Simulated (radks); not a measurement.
Results of a calculation; reference values are marked as such.
Problem. Pr+, configuration [Xe] 4f2 5d1 6s1 (not the ground configuration). Code: a radial shooting solver on a logarithmic mesh with Libxc functionals. Model: Dirac Kohn-Sham, PBEsol, spin-unpolarised, spherical densities, finite nucleus; open shells are shared between the two j in proportion to 2j + 1; Fermi nuclear charge, rms radius 4.8919 fm. Some entries of the table are withheld. Estimate them.

orbital      occ.  eigenvalue (Ry)  <r> (bohr)  r(max) (bohr)
1s1/2           2        -3069.868     0.02410        0.01542
2s1/2           2        -494.4625      0.1026        0.08744
2p1/2           2        -467.4425     0.08607        0.06652
2p3/2           4        -432.0268     0.09238        0.07187
3s1/2           2        -107.4467      0.2722         0.2494
3p1/2           2              (1)      0.2618         0.2362
3p3/2           4              (2)      0.2741         0.2477
3d3/2           4        -68.83154      0.2453         0.1986
3d5/2           6        -67.31978      0.2492         0.2019
4s1/2           2        -22.09251      0.6215         0.5790
4p1/2           2        -17.78303      0.6388         0.5872
4p3/2           4        -16.26056      0.6665         0.6119
4d3/2           4         -9.17334      0.7176            (3)
4d5/2           6         -8.90460      0.7274            (4)
5s1/2           2         -3.53759       1.481          1.338
5p1/2           2         -2.35619       1.660          1.460
5p3/2           4         -2.13453       1.743          1.529
4f5/2    0.857143         -0.91666       1.036         0.6754
4f7/2     1.14286         -0.88781       1.047         0.6802
5d3/2         0.4         -0.64296       2.646          2.065
6s1/2           1         -0.63584       3.905          3.473
5d5/2         0.6         -0.62485       2.697          2.102

Solution. 
(1) 3p1/2 eigenvalue (Ry): -95.94499
(2) 3p3/2 eigenvalue (Ry): -88.93133
(3) 4d3/2 r(max) (bohr): 0.6299
(4) 4d5/2 r(max) (bohr): 0.6380
